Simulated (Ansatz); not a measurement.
Geometry optimisation, RKS r2SCAN/def2-SVP (Ansatz).

Input file:

```yaml
crystal:
  periodic: [false, false, false]
  atoms:
    - { symbol: O, position_ang: [-1.2836, 0.7382, -0.1068] }
    - { symbol: Ge, position_ang: [0.436, 0.7294, 0.1228] }
    - { symbol: S, position_ang: [0.958, -1.1401, 1.1675] }
    - { symbol: S, position_ang: [-0.37185, -0.78056, 2.72943] }
    - { symbol: H, position_ang: [-1.4869, 1.6112, -0.6444] }
    - { symbol: H, position_ang: [0.8783, 1.9674, 0.9728] }
    - { symbol: H, position_ang: [1.1795, 0.782, -1.2481] }
    - { symbol: H, position_ang: [0.66396, -0.08777, 3.44845] }
basis:
  gaussian: { orbitals: def2-SVP }
hamiltonian:
  xc: r2scan
relax:
  f_tol: 0.015
  max_steps: 40
```

Run as:

```bash
$ ansatz run input.yaml --threads 2 --pin off --max-ram 3072MiB --backend cpu --events-out ev --progress --plain --runs-dir out
```

Problem. Where does it end, and by what steps?

Solution. It converged. After 20 steps the energy has fallen by 0.512 eV; H5 moved furthest, 1.17 Å.

```
step  energy less start (eV)  largest force component (eV/Å)  accepted
   0                  0.0000                           2.613       yes
   1                 -0.2965                           1.177       yes
   2                 -0.3567                           0.315       yes
   3                 -0.3877                           0.213       yes
   4                 -0.3649                           0.581        no
   5                 -0.4053                           0.131       yes
   6                 -0.4136                           0.218       yes
   7                 -0.4329                           0.300       yes
   8                 -0.4099                           1.386        no
   9                 -0.4494                           0.229       yes
  10                 -0.4662                           0.201       yes
  11                 -0.4722                           0.841       yes
  12                 -0.4963                           0.273       yes
  13                 -0.4926                           0.382        no
  14                 -0.5064                           0.057       yes
  15                 -0.5079                           0.116       yes
  16                 -0.5097                           0.140       yes
  17                 -0.5109                           0.041       yes
  18                 -0.5114                           0.042       yes
  19                 -0.5117                           0.030       yes
  20                 -0.5117                           0.012       yes
```

```xyz
8
Properties=species:S:1:pos:R:3
O -1.117 1.023 -0.464
Ge 0.599 0.822 -0.060
S 0.889 -1.084 1.106
S -0.501 -0.626 2.620
H -1.658 1.005 0.340
H 1.082 1.986 0.823
H 1.333 0.685 -1.395
H 0.345 0.008 3.472
```

Whether the end is a true minimum wasn't checked by a vibrational analysis.

Time of the run: 53 s on 2 threads of Intel(R) Xeon(R) Platinum 8375C CPU @ 2.90GHz (Ice Lake) (shared host), peak memory 0.19 GiB.
